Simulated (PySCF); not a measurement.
Compound: C₆H₇FO.
Structure used (GFN2-xTB), in Å, numbered top down from 1:
```
atom  x, y, z in Å
C1     3.302    0.388    0.200
C2     2.285   -0.458    0.195
O3     0.999   -0.030    0.097
C4     0.017   -0.956    0.101
C5    -1.278   -0.619    0.008
F6    -2.167   -1.646    0.024
C7    -1.820    0.712   -0.107
C8    -3.119    0.983   -0.198
H9     4.311    0.033    0.278
H10    3.145    1.449    0.126
H11    2.421   -1.533    0.269
H12    0.307   -1.998    0.182
H13   -1.071    1.489   -0.113
H14   -3.479    1.993   -0.282
H15   -3.857    0.200   -0.191
```

Computed with TDDFT PBE0/def2-SVPD, vertical, gas phase, core orbitals frozen in the response (PySCF 2.14.0, density-fitted response routines).

Ground-to-excited transition dipoles (e·a0, same axes as the geometry; the sign carries no meaning), for the states with f of 0.002 or more among the lowest 6:

| state | E (hartree) | μx | μy | μz |
| --- | --- | --- | --- | --- |
| S1 | 0.1761 | 2.160 | -0.518 | 0.154 |
| S2 | 0.2063 | 0.962 | 0.290 | 0.035 |
| S3 | 0.2194 | -0.019 | 0.021 | 0.340 |
| S5 | 0.2334 | 0.857 | -0.703 | 0.093 |
| S6 | 0.2401 | 0.011 | -0.011 | -0.174 |

(1) What oscillator strength does each state have?

(2) The point group is Cs. Which irreducible representation does each state belong to?

(3) What angle do the transition dipoles of S2 and S3 make?

(4) What peak molar absorption coefficient would the strongest computed level give as a lone Gaussian band 0.4 eV wide at half height?

Answers

(1) f = (2/3) ΔE |μ|² with ΔE in hartree (27.2114 eV).

```tsv
state	|μ|² (au)	|μ| (D)	f
S1	4.960	5.66	0.582
S2	1.010	2.55	0.139
S3	0.117	0.87	0.017
S5	1.237	2.83	0.192
S6	0.031	0.44	0.005
```

(2) Polarised normal to the mirror plane, so A″: S3 and S6. Polarised in the mirror plane, so A′: S1, S2 and S5.

(3) |cos θ| = |μa·μb| / (|μa| |μb|) = 0.00, so θ ≈ 90° (taken between 0 and 90°, since the signs are arbitrary).

(4) ε(max) = 2.175×10⁸ f / FWHM, with the width in cm⁻¹. S1: 2.175×10⁸ × 0.5823 / 3226 ≈ 39000 L mol⁻¹ cm⁻¹.

One conformer stands for the species.
